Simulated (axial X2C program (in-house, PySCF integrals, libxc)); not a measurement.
# Correcting the dissociation energy of MgBr⁺ for spin–orbit coupling

A spin-free CCSD(T) curve (one-electron X2C) was computed with an in-house all-electron X2C program for linear molecules (integrals from PySCF), basis Br dyall-cv3z [8s9p6d4f1g], Mg dyall-cv3z [9s8p6d3f] (cores contracted in-house), for the state M_S = 0, Λ = 0 (closed shell). It gives D0 = 2.746 eV to Br + Mg+, which in a spin-free picture are the weighted means of the ground terms.

Correlated methods: 8 electrons correlated (number of frozen shells: Br 3 s, 2 p, 1 d; Mg 2 s, 1 p), 258 virtual spin orbitals or spinors in MP2, 72 natural virtuals in coupled cluster.

Measured levels of the ground terms (NIST Handbook of Basic Atomic Spectroscopic Data), in cm⁻¹: Br 2P: J = 3/2 at 0, J = 1/2 at 3685.2; Mg+ 2S: J = 1/2 at 0.

The molecular state has Λ = 0, so it has no first-order lowering.

**Question.** How far does each ground level lie under the (2J+1)-weighted mean of its term?

**Answer.** Br: (4 × 0 + 2 × 3685.2)/6 = 1228 cm⁻¹; Mg+: a single level, 0.

**Question.** Correct D0.

**Answer.** D0 = 2.746 + (0 − 1228)/8065.5 = 2.594 eV at CCSD(T) with these spin–orbit terms. The direct two-component run gives 2.607 eV; the difference holds second-order terms in the molecule, scalar two-electron terms, the gap between measured and computed atomic splittings (a 2c atom can miss part of its lowering) and, in coupled cluster, the truncation of each run.

Second-order spin–orbit effects in the molecule, which grow quickly with Z, are left out. One determinant describes the state; a PBE0 search over occupations chose it and may have missed a lower one. De is counted from the lowest determinant-based energies of the atoms at the same level, without counterpoise correction. CCSD and (T) use frozen natural virtuals with an MP2 correction for the truncation; (T) itself is uncorrected, so its De runs slightly low.
